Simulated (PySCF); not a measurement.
An equivalent PySCF input for Cu+ (copper, charge +1), [Ar] 3d10, closed-shell 1S, with scalar relativity by spin-free X2C-1e:

```python
from pyscf import gto, scf, dft, mp, cc
import basis_set_exchange as bse
mol = gto.M(atom="Cu 0 0 0", charge=1, spin=0, symmetry="D2h",
            basis=gto.basis.parse(bse.get_basis("jorge-DZP-DKH", elements=["Cu"], fmt="nwchem", header=False)),
            nucmod="G")
mf = dft.UKS(mol, xc="LDA,VWN").sfx2c1e()
mf.irrep_nelec = {'Ag': (5, 5), 'B1g': (1, 1), 'B2g': (1, 1), 'B3g': (1, 1), 'B1u': (2, 2), 'B2u': (2, 2), 'B3u': (2, 2)}
mf.kernel()
```

It reaches the same state as the run whose output follows, with an energy that differs only through the grid. The run itself started from symmetry-adapted Hartree-Fock orbitals and held the occupation by maximum overlap, on a logarithmic radial grid, so the iterations belong to that start.

```
SCF conv_tol = 1e-09
number electrons alpha = 14  beta = 14
XC functionals = LDA,VWN
    P. A. M. Dirac.,  Math. Proc. Cambridge Philos. Soc. 26, 376 (1930)
    F. Bloch.,  Z. Phys. 57, 545 (1929)
    S. H. Vosko, L. Wilk, and M. Nusair.,  Can. J. Phys. 58, 1200 (1980)
cycle= 1 E= -1651.45753317947  delta_E= 0.00876  |g|= 0.458  |ddm|= 0.241
cycle= 2 E= -1651.33586416702  delta_E= 0.122  |g|= 0.968  |ddm|= 0.514
cycle= 3 E= -1651.49169671627  delta_E= -0.156  |g|= 0.00738  |ddm|= 0.359
cycle= 4 E= -1651.49170204643  delta_E= -5.33e-06  |g|= 0.00528  |ddm|= 0.00442
cycle= 5 E= -1651.49170635369  delta_E= -4.31e-06  |g|= 0.00081  |ddm|= 0.00165
cycle= 6 E= -1651.49170645702  delta_E= -1.03e-07  |g|= 3.79e-05  |ddm|= 0.000281
cycle= 7 E= -1651.49170645724  delta_E= -2.24e-10  |g|= 2.34e-07  |ddm|= 1.37e-05
converged SCF energy = -1651.49170645724  <S^2> = -1.9539925e-14  2S+1 = 1
```
